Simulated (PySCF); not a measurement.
# Computed records: BH$_{4}$OSi, B$_{2}$H$_{6}$NSi, B$_{2}$H$_{3}$O$_{2}$, B$_{3}$H$_{3}$N and others

All values are calculated (PySCF 2.14.0). Calculation on a computer-drawn molecule: the log of a Hartree-Fock and frozen-core CCSD(T) single point meant for a local Hartree-Fock minimum, with one planted fault or none, to be diagnosed. Offsets are logged minus clean, where the clean run is the same molecule without the fault. The reference is restricted for singlets and unrestricted otherwise, and also for a bond in bohr or an excited solution. Adding or removing an electron swaps singlet and doublet. The excited solution moves the top pair (singlet) or top alpha electron (doublet) to the lowest empty orbital. Highest occupied and lowest empty are orbital energies over both spins, largest force is the largest gradient component, triples share is (T) over the correlation energy, the T1 limit is 0.02 restricted and 0.045 unrestricted, electrons count all cores, a negative frequency is imaginary (commonest isotopes), and the dipole is about the centre of nuclear charge.

Common to all runs: logged SCF converged yes; logged CC converged yes; logged SCF stable within its kind yes; possible faults no fault, one electron removed, one electron added, multiplicity raised by two, geometry at a saddle point, SCF held on an excited solution, minimal basis STO-3G, one bond length entered in bohr, all coordinates scaled.

(1) 
```xyz
7
formula=BH4OSi meant_charge=-1 meant_multiplicity=1 meant_basis=aug-cc-pV(D+d)Z logged_electrons=32 logged_basis_functions=114 logged_spin_squared=0.4121 logged_highest_occupied=-3.3993 logged_lowest_empty=3.9331 logged_largest_force=0.027872 logged_T1_diagnostic=0.057436 logged_D1_diagnostic=0.25222 logged_triples_share=0.039907 logged_dipole_magnitude=5.0004 logged_energy_HF=-390.73801 logged_energy_CCSD(T)=-391.22018 planted_fault=one_bond_length_entered_in_bohr,row_5_of_the_drawn_bonds HF_energy_offset_from_clean_run=64.3 CCSD(T)_energy_offset_from_clean_run=62.16
B     -0.3710     2.0070     1.7471
Si    -0.4398     2.2001    -0.2565
O      0.5712     2.4560    -1.3810
H     -1.1497     2.8792     2.1545
H     -0.8702     0.8928     1.9536
H      1.7551     2.2164     2.6345
H     -1.8587     2.0555    -0.7971
```

Units: logged_highest_occupied, logged_lowest_empty in eV; logged_largest_force in hartree/bohr; logged_dipole_magnitude in debye; logged_energy_HF, logged_energy_CCSD(T) in hartree; HF_energy_offset_from_clean_run, CCSD(T)_energy_offset_from_clean_run in kcal/mol.

Drawn bonds:
```
atom  other atom  order
   1           2      1
   2           3      2
   1           4      1
   1           5      1
   1           6      1
   2           7      1
```

Notes: T1 above single-reference limit.

(2) 
```xyz
10
formula=B2H6NSi meant_charge=0 meant_multiplicity=2 meant_basis=cc-pV(D+d)Z logged_electrons=37 logged_basis_functions=95 logged_spin_squared=3.7827 logged_highest_occupied=-6.9514 logged_lowest_empty=-1.1686 logged_largest_force=0.039802 logged_T1_diagnostic=0.024177 logged_D1_diagnostic=0.099989 logged_triples_share=0.030955 logged_dipole_magnitude=4.0736 logged_energy_HF=-396.07682 logged_energy_CCSD(T)=-396.56069 planted_fault=multiplicity_raised_by_two HF_energy_offset_from_clean_run=81.19 CCSD(T)_energy_offset_from_clean_run=84.32
B     -1.8453     3.0505     0.3578
B     -1.4581     1.5420    -0.1746
N     -2.3422     0.5300    -0.5730
Si     0.5719     1.2165    -0.3340
H     -1.9765     3.8707     1.2074
H     -3.3365     0.6197    -0.5410
H     -2.0444    -0.3557    -0.9246
H      0.9523    -0.0623     0.3261
H      1.3712     2.3015     0.2937
H      0.9884     1.1220    -1.7592
```

Units: logged_highest_occupied, logged_lowest_empty in eV; logged_largest_force in hartree/bohr; logged_dipole_magnitude in debye; logged_energy_HF, logged_energy_CCSD(T) in hartree; HF_energy_offset_from_clean_run, CCSD(T)_energy_offset_from_clean_run in kcal/mol.

Drawn bonds:
```
atom  other atom  order
   1           2      1
   2           3      1
   2           4      1
   1           5      1
   3           6      1
   3           7      1
   4           8      1
   4           9      1
   4          10      1
```

(3) 
```xyz
7
formula=B2H3O2 meant_charge=0 meant_multiplicity=2 meant_basis=cc-pVDZ logged_electrons=29 logged_basis_functions=23 logged_spin_squared=0.7559 logged_highest_occupied=-6.7128 logged_lowest_empty=6.9445 logged_largest_force=0.041808 logged_T1_diagnostic=0.016558 logged_D1_diagnostic=0.077714 logged_triples_share=0.031653 logged_dipole_magnitude=2.2054 logged_energy_HF=-198.15475 logged_energy_CCSD(T)=-198.32686 planted_fault=minimal_basis_STO-3G HF_energy_offset_from_clean_run=1709 CCSD(T)_energy_offset_from_clean_run=1945
B     -0.3055    -0.8518    -1.9375
B      0.9120    -1.7176    -1.1515
O      1.5914    -2.6697    -1.8570
O      1.1392    -1.4646     0.1713
H     -0.4801     0.1441    -2.5682
H      2.2377    -3.1603    -1.3715
H      1.8012    -1.9976     0.5857
```

Units: logged_highest_occupied, logged_lowest_empty in eV; logged_largest_force in hartree/bohr; logged_dipole_magnitude in debye; logged_energy_HF, logged_energy_CCSD(T) in hartree; HF_energy_offset_from_clean_run, CCSD(T)_energy_offset_from_clean_run in kcal/mol.

Drawn bonds:
```
atom  other atom  order
   1           2      1
   2           3      1
   2           4      1
   1           5      1
   3           6      1
   4           7      1
```

(4) 
```xyz
7
formula=B3H3N meant_charge=0 meant_multiplicity=2 meant_basis=cc-pVDZ logged_electrons=25 logged_basis_functions=71 logged_spin_squared=0.7633 logged_highest_occupied=-9.5108 logged_lowest_empty=0.048054 logged_largest_force=5.541e-05 logged_lowest_frequency=-441.2 logged_T1_diagnostic=0.018211 logged_D1_diagnostic=0.053802 logged_triples_share=0.035647 logged_dipole_magnitude=2.0525 logged_energy_HF=-130.20938 logged_energy_CCSD(T)=-130.62976 planted_fault=geometry_at_a_saddle_point HF_energy_offset_from_clean_run=3.21 CCSD(T)_energy_offset_from_clean_run=5.177
B     -2.4856    -0.6198     0.0000
B     -0.8553    -0.2465     0.0000
N      0.3722    -0.0308     0.0000
B      1.7593     0.2245     0.0000
H     -3.4952     0.0063     0.0000
H      2.5397    -0.6901     0.0000
H      2.1650     1.3565     0.0000
```

Units: logged_highest_occupied, logged_lowest_empty in eV; logged_largest_force in hartree/bohr; logged_lowest_frequency in cm⁻¹; logged_dipole_magnitude in debye; logged_energy_HF, logged_energy_CCSD(T) in hartree; HF_energy_offset_from_clean_run, CCSD(T)_energy_offset_from_clean_run in kcal/mol.

Drawn bonds:
```
atom  other atom  order
   1           2      1
   2           3      2
   3           4      1
   1           5      1
   4           6      1
   4           7      1
```

(5) 
```xyz
4
formula=B2HO meant_charge=0 meant_multiplicity=2 meant_basis=cc-pVDZ logged_electrons=19 logged_basis_functions=47 logged_spin_squared=3.7556 logged_highest_occupied=-9.8655 logged_lowest_empty=-4.0399 logged_largest_force=0.038103 logged_T1_diagnostic=0.056763 logged_D1_diagnostic=0.27099 logged_triples_share=0.039726 logged_dipole_magnitude=2.5973 logged_energy_HF=-124.61193 logged_energy_CCSD(T)=-124.95666 planted_fault=multiplicity_raised_by_two HF_energy_offset_from_clean_run=111.5 CCSD(T)_energy_offset_from_clean_run=109.9
B     -0.8147     0.0213     1.3100
B     -0.9207    -1.5073     0.6376
O     -1.0445    -2.5989     0.1852
H     -0.0189     0.9000     1.2723
```

Units: logged_highest_occupied, logged_lowest_empty in eV; logged_largest_force in hartree/bohr; logged_dipole_magnitude in debye; logged_energy_HF, logged_energy_CCSD(T) in hartree; HF_energy_offset_from_clean_run, CCSD(T)_energy_offset_from_clean_run in kcal/mol.

Drawn bonds:
```
atom  other atom  order
   1           2      1
   2           3      2
   1           4      1
```

Notes: T1 above single-reference limit.

(6) 
```xyz
4
formula=B2HO meant_charge=0 meant_multiplicity=2 meant_basis=cc-pVDZ logged_electrons=20 logged_basis_functions=47 logged_spin_squared=0 logged_highest_occupied=-0.53788 logged_lowest_empty=7.0674 logged_largest_force=0.06373 logged_T1_diagnostic=0.019434 logged_D1_diagnostic=0.050242 logged_triples_share=0.034009 logged_dipole_magnitude=3.2691 logged_energy_HF=-124.76972 logged_energy_CCSD(T)=-125.14275 planted_fault=one_electron_added HF_energy_offset_from_clean_run=12.44 CCSD(T)_energy_offset_from_clean_run=-6.83
B     -0.8147     0.0213     1.3100
B     -0.9207    -1.5073     0.6376
O     -1.0445    -2.5989     0.1852
H     -0.0189     0.9000     1.2723
```

Units: logged_highest_occupied, logged_lowest_empty in eV; logged_largest_force in hartree/bohr; logged_dipole_magnitude in debye; logged_energy_HF, logged_energy_CCSD(T) in hartree; HF_energy_offset_from_clean_run, CCSD(T)_energy_offset_from_clean_run in kcal/mol.

Drawn bonds:
```
atom  other atom  order
   1           2      1
   2           3      2
   1           4      1
```

(7) 
```xyz
9
formula=B3H5N meant_charge=0 meant_multiplicity=2 meant_basis=cc-pVDZ logged_electrons=27 logged_basis_functions=81 logged_spin_squared=3.7724 logged_highest_occupied=-6.5821 logged_lowest_empty=-1.1484 logged_largest_force=0.067087 logged_T1_diagnostic=0.032318 logged_D1_diagnostic=0.17059 logged_triples_share=0.031501 logged_dipole_magnitude=4.7289 logged_energy_HF=-131.22589 logged_energy_CCSD(T)=-131.68037 planted_fault=multiplicity_raised_by_two HF_energy_offset_from_clean_run=90.68 CCSD(T)_energy_offset_from_clean_run=94.23
B      1.5905    -1.4390     0.0071
B      0.7435    -0.1259    -0.2991
B     -0.8484     0.1739     0.2677
N     -1.1438     0.6715     1.5371
H      2.2028    -2.4292     0.2237
H      1.2741     0.6955    -1.0104
H     -1.7898    -0.0334    -0.4621
H     -2.0747     0.8749     1.8364
H     -0.4508     0.8875     2.2231
```

Units: logged_highest_occupied, logged_lowest_empty in eV; logged_largest_force in hartree/bohr; logged_dipole_magnitude in debye; logged_energy_HF, logged_energy_CCSD(T) in hartree; HF_energy_offset_from_clean_run, CCSD(T)_energy_offset_from_clean_run in kcal/mol.

Drawn bonds:
```
atom  other atom  order
   1           2      1
   2           3      1
   3           4      1
   1           5      1
   2           6      1
   3           7      1
   4           8      1
   4           9      1
```

(8) 
```xyz
9
formula=B3H5N meant_charge=0 meant_multiplicity=2 meant_basis=cc-pVDZ logged_electrons=27 logged_basis_functions=81 logged_spin_squared=1.4321 logged_highest_occupied=-8.5699 logged_lowest_empty=1.0929 logged_largest_force=0.026468 logged_T1_diagnostic=0.075145 logged_D1_diagnostic=0.32581 logged_triples_share=0.039028 logged_dipole_magnitude=1.8208 logged_energy_HF=-131.23519 logged_energy_CCSD(T)=-131.7081 planted_fault=one_bond_length_entered_in_bohr,row_4_of_the_drawn_bonds HF_energy_offset_from_clean_run=84.85 CCSD(T)_energy_offset_from_clean_run=76.83
B      1.5905    -1.4390     0.0071
B      0.7435    -0.1259    -0.2991
B     -0.8484     0.1739     0.2677
N     -1.1438     0.6715     1.5371
H      2.7475    -3.3102     0.4165
H      1.2741     0.6955    -1.0104
H     -1.7898    -0.0334    -0.4621
H     -2.0747     0.8749     1.8364
H     -0.4508     0.8875     2.2231
```

Units: logged_highest_occupied, logged_lowest_empty in eV; logged_largest_force in hartree/bohr; logged_dipole_magnitude in debye; logged_energy_HF, logged_energy_CCSD(T) in hartree; HF_energy_offset_from_clean_run, CCSD(T)_energy_offset_from_clean_run in kcal/mol.

Drawn bonds:
```
atom  other atom  order
   1           2      1
   2           3      1
   3           4      1
   1           5      1
   2           6      1
   3           7      1
   4           8      1
   4           9      1
```

Notes: T1 above single-reference limit.
